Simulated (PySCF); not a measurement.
An unknown is described by computed data only.

Formula: C3H7FSi2.

- UV, first state: lowest singlet excitation: 6.47 eV (192 nm, f = 0.000) [TDDFT wB97X-D/def2-SVPD]
- Rotational structure: rotational constants A, B, C: 2.681, 2.290, 1.280 GHz [GFN2-xTB]
- Dipole: 1.55 D [wB97X-D/def2-SVPD]
- UV, strongest line: among the 8 lowest singlet transitions: S7 at 7.17 eV (173 nm, f = 0.170) [TDDFT wB97X-D/def2-SVPD]
- 1H NMR: chemical shifts (computed TMS as zero) by class: 4.78 (2 H), 4.27 (2 H), 2.08 (3 H) ppm [GIAO PBE0/pcSseg-1]
- Polarisability: 90.2 au [wB97X-D/def2-SVPD]
- NMR, other nuclei: isotropic shieldings of nuclei other than C and H, by class: 224 (1 F), 409 (1 Si), 432 (1 Si) ppm [GIAO PBE0/pcSseg-1]
- 13C NMR: chemical shifts (computed TMS as zero) by class: 176.1 (1 C), 149.6 (1 C), 17.5 (1 C) ppm [GIAO PBE0/pcSseg-1]

The electronic properties come from PySCF, for the isolated species, density fitting. Levels stand in brackets. Geometry: GFN2-xTB; no solvent, vibrations or thermal averaging. Each NMR value is the plain mean over a class of atoms that symmetry, rotation or inversion makes alike.

Task: Propose a structure and show how it fits.

Result: Numbering: `[CH3:1][C:2]1=[C:3]([F:4])[SiH2:5][SiH2:6]1`. Its formula, C3H7FSi2, gives 2 degrees of unsaturation: 1 ring and 1 π bond in the structure found. 3 carbons fall into 3 classes; from least to most shielded: vinylic C–F carbon [C3] (176.1 ppm), fully substituted alkene carbon [C2] (149.6 ppm), allylic carbon [C1] (17.5 ppm). Hydrogen classes from least to most shielded: 2 H on an SiH2 silicon, Si5 (4.78 ppm), 2 H on an SiH2 silicon, Si6 (4.27 ppm), 3 H on an allylic carbon, C1 (2.08 ppm, a mean of values up to 1.1 ppm apart in this geometry). The other shieldings belong to: 224 ppm, vinyl fluorine [F4]; 409 ppm, SiH2 silicon [Si5]; 432 ppm, SiH2 silicon [Si6]. The optimised geometry has point group Cs and is an asymmetric top. Structure: `CC1[SiH2][SiH2]C=1F`. Computed isomers that give other values at the same levels: `F[SiH2]C#CC[SiH3]` (13C chemical shifts (computed TMS as zero) by class: 116.9 (1 C), 82.4 (1 C), 1.5 (1 C) ppm); `C#C[SiH2]C[SiH2]F` (13C chemical shifts (computed TMS as zero) by class: 105.5 (1 C), 86.3 (1 C), -1.5 (1 C) ppm); `FC[SiH2]C#C[SiH3]` (13C chemical shifts (computed TMS as zero) by class: 116.0 (1 C), 114.2 (1 C), 78.5 (1 C) ppm). The assignments are read from this structure; whether some other isomer fits the data as well wasn't checked.
